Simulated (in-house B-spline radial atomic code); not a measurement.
Settings and results of a run for Co+ (an excited or competing configuration). Computed with a B-spline radial code for spherical atoms: scalar-relativistic (X2C) B97-1, spin-polarised, spherical fractional occupations, exact exchange averaged over the configuration, Fermi nucleus of rms radius 3.7875 fm.

Command:
```bash
python run_scf.py task.json out
```
Settings (nuclear radius in fm, mass in u):
```
Z                27
configuration    [Ne] 3s2 3p5 3d9
hamiltonian      x2c
method           b97_1
spin_polarised   True
nucleus          fermi
rms_radius       3.7875
atomic_mass      58.93319
speed_of_light   137.035999084
exact_exchange   averaged over the configuration
```

Output (hartree, bohr):
```
 radial grid: 74 intervals, B-splines of order 8, outer radius 40.5882 bohr

 iter        energy (Eh)    residual
    1       -1379.407265    4.10e-01
    2       -1378.989301    6.73e-01
    3       -1390.579145    5.91e-02
    4       -1390.725889    4.53e-02
    5       -1390.733180    2.86e-02
    6       -1390.741261    2.03e-02
    7       -1390.758192    9.48e-04
    8       -1390.758230    2.00e-04
    9       -1390.758231    2.03e-05
   10       -1390.758231    7.07e-07
   11       -1390.758231    6.25e-08

 total energy                     -1390.75823
 kinetic                            1411.2676
 electron-nucleus                  -3330.9792
 Hartree                             588.3387
 exact exchange                      -11.9979
 exchange-correlation                -47.3875

 orbital      occ     eigenvalue          <r>       <r^2>       <1/r>       r_max
 1s up      1.000      -280.5735    0.0558559  0.00420881     27.4282     0.03641
 1s down    1.000      -280.5518    0.0558519  0.00420819     27.4298     0.03641
 2s up      1.000       -33.7247      0.25496    0.076812     5.88319      0.2129
 2s down    1.000       -33.6810      0.25473   0.0766502     5.88724      0.2128
 2p up      3.000       -28.8995     0.224714   0.0620374     5.71408      0.1718
 2p down    3.000       -28.8492     0.224607   0.0619627      5.7154      0.1718
 3s up      1.000        -4.1549     0.775435    0.694939     1.83716      0.6694
 3s down    1.000        -4.0085     0.778954     0.70184     1.82694      0.6703
 3p up      3.000        -2.7655     0.819156    0.792833     1.68257      0.6801
 3p down    2.000        -2.6460     0.825267     0.80616     1.67108      0.6816
 3d up      5.000        -0.5820      1.07257     1.54102      1.2753      0.6747
 3d down    4.000        -0.4904      1.14455     1.79433     1.22386      0.6837

 Slater integrals (Eh)
   F0(3p up,3p up)               1.104485
   F2(3p up,3p up)               0.550873
   F0(3p up,3p down)             1.100636
   F2(3p up,3p down)             0.548560
   F0(3p up,3d up)               0.975991
   F2(3p up,3d up)               0.451979
   G1(3p up,3d up)               0.560182
   G3(3p up,3d up)               0.336982
   F0(3p up,3d down)             0.945894
   F2(3p up,3d down)             0.431795
   F0(3p down,3p down)           1.096821
   F2(3p down,3p down)           0.546287
   F0(3p down,3d up)             0.973025
   F2(3p down,3d up)             0.450632
   F0(3p down,3d down)           0.943115
   F2(3p down,3d down)           0.430629
   G1(3p down,3d down)           0.533503
   G3(3p down,3d down)           0.319354
   F0(3d up,3d up)               0.877966
   F2(3d up,3d up)               0.395037
   F4(3d up,3d up)               0.243728
   F0(3d up,3d down)             0.853268
   F2(3d up,3d down)             0.380337
   F4(3d up,3d down)             0.234014
   (list cut)
```

Cost of the run: 0.38 s on 1 thread of Arm Neoverse V1, on a shared host.

One-electron X2C: radii and densities carry no picture-change correction, so inner-shell <1/r> comes out high (for 1s by about 2 % at Z = 33, 5 % at 54, 10 % at 75, 30 % at 118) and <r> low.
